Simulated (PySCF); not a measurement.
# From a computed spectrum to the compound

A species of 9 atoms with charge 0 has these harmonic modes (PBE0, small Gaussian bases with core potentials, PySCF 2.14.0):

| cm⁻¹ | km/mol |
| --- | --- |
| 161 | 22.1 |
| 166 | 27.5 |
| 166 | 27.4 |
| 172 | 0.0 |
| 178 | 3.5 |
| 178 | 3.5 |
| 182 | 0.0 |
| 184 | 0.0 |
| 258 | 0.9 |
| 258 | 60.7 |
| 282 | 394.4 |
| 283 | 446.9 |
| 283 | 446.9 |
| 688 | 184.0 |
| 688 | 184.0 |
| 688 | 184.7 |
| 721 | 0.0 |
| 4062 | 328.8 |
| 4062 | 328.8 |
| 4062 | 330.5 |
| 4068 | 0.0 |

Which species is it, and in which structure?

Hf(OH)4 (singlet):
```xyz
9

Hf    0.0000    0.0000    0.0000
O     1.2491    0.9620    1.1172
H     1.8100    1.5013    1.6678
O    -1.2491   -0.9620    1.1172
H    -1.8100   -1.5013    1.6678
O     0.9620   -1.2491   -1.1172
H     1.5013   -1.8100   -1.6678
O    -0.9620    1.2491   -1.1172
H    -1.5013    1.8100   -1.6678
```
Ideal gas at 298.15 K and 1 bar: S = 398.2 J/(mol K), Cp = 146.1 J/(mol K), H − H(0 K) = 29.8 kJ/mol (rigid rotor, harmonic modes, spin degeneracy alone). The run didn't use the full symmetry, so degenerate modes split by noise. 
 Other answers can fit too; this one was computed.
